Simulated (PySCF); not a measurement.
Ligand exchange on a metal centre used in film growth or etching (Ti Cl-Br). Gas-phase values, no solvent.

All values below come from B3LYP-D3(BJ)/def2-TZVP // BP86-D3(BJ)/def2-SVP (PySCF). B3LYP has the VWN-RPA correlation part, as in Gaussian. 

```csv
species,mean distance from the central atom to its bonded neighbours (Å),coordination number,HOMO (eV),charge on the central atom (meta-Löwdin) (e)
0 of 4 Cl replaced by Br,2.174,4,-9.34,1.15
2 of 4 Cl replaced by Br ([Ti(Cl)2(Br)2]),2.250,4,-8.65,1.11
3 of 4 Cl replaced by Br ([Ti(Cl)(Br)3]),2.288,4,-8.52,1.09
4 of 4 Cl replaced by Br ([Ti(Br)4]),2.327,4,-8.50,1.08
```
